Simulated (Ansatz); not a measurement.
Job for Ansatz (a quantum-chemistry and plane-wave program): R-CCSD(T)/cc-pV(T+d)Z on CH4OSi (SMILES C[Si]O), a point of a torsion scan. Files ending in .json are basis or fitting sets from the Basis Set Exchange.

Ansatz 0.2 input:
```yaml
crystal:
  periodic: [false, false, false]
  atoms:
    - {symbol: C, position_ang: [0.86539989, -0.05992145, 0.03745760]}
    - {symbol: Si, position_ang: [-0.55698014, 1.21811967, -0.17909600]}
    - {symbol: O, position_ang: [-1.81224686, 0.49767545, 0.56547374]}
    - {symbol: H, position_ang: [0.61720130, -1.01872858, -0.42362643]}
    - {symbol: H, position_ang: [1.79157023, 0.28409058, -0.41786224]}
    - {symbol: H, position_ang: [1.07692574, -0.25011498, 1.09224940]}
    - {symbol: H, position_ang: [-1.81121763, -0.35902857, 0.99878476]}
basis:
  gaussian:
    orbitals: cc-pV_T+d_Z.json
magnetization: {spin_polarized: false}
correlation: {method: ccsd_t, electrons: outside_noble_gas}
scf: {lower_state_search: off}
```

The log:

```
WARN ansatz: RAYON_NUM_THREADS=1 ignored (pool sized by the plan → 1); use --threads N
Functional definition: HF
these checks for a lower state are left out or cut short: stability, starts, cluster_reference, orbital_swaps, neighbouring_geometries, increment
integrals: 0.39 GiB planned
897 factors; integrals over basis functions are off by at most 1.2e-3 eV
mean field: 0.32 GiB planned
mean field evaluation 1: about -10991.5169 eV, gradient 4.1e1 eV
mean field evaluation 2: about -10991.5188 eV, gradient 4.1e1 eV
mean field evaluation 4: about -10994.9691 eV, gradient 3.6e0 eV
mean field evaluation 8: about -10995.0227 eV, gradient 5.0e-4 eV
mean field -10995.02271330 eV, -404.0596320196 hartree, gradient 3.3e-6 eV, S^2 0.000000; 0 other end points of the search recorded, 0 dependent functions left out
7 core orbitals not correlated
reference -10995.02271330 eV, -404.0596320196 hartree; 9, 9 occupied and 139, 139 virtual orbitals, 897 factors
second order -14.25219204 eV of doubles, -0.00000000 eV of singles
coupled cluster: 1.01 GiB planned
cycle   1  -14.57856387 eV  change   -3.3e-1 eV  update   8.9e-2
cycle   2  -14.95627915 eV  change   -3.8e-1 eV  update   3.0e-2
cycle   3  -15.04860961 eV  change   -9.2e-2 eV  update   1.6e-2
cycle   4  -15.03634197 eV  change    1.2e-2 eV  update   4.2e-3
cycle   5  -15.03556905 eV  change    7.7e-4 eV  update   1.8e-3
cycle   6  -15.03590035 eV  change   -3.3e-4 eV  update   5.3e-4
cycle   7  -15.03558005 eV  change    3.2e-4 eV  update   2.0e-4
cycle   8  -15.03560456 eV  change   -2.5e-5 eV  update   6.6e-5
cycle   9  -15.03563652 eV  change   -3.2e-5 eV  update   2.3e-5
cycle  10  -15.03562785 eV  change    8.7e-6 eV  update   9.1e-6
perturbative correction -0.57150227 eV, -0.0210023210 hartree
Total energy: -11010.62984341 eV, -404.6331834724 hartree
Checks for a lower state left out: stability, starts, cluster_reference, orbital_swaps, neighbouring_geometries, increment
```

The run converged.

Cost: roughly 30 core-seconds.
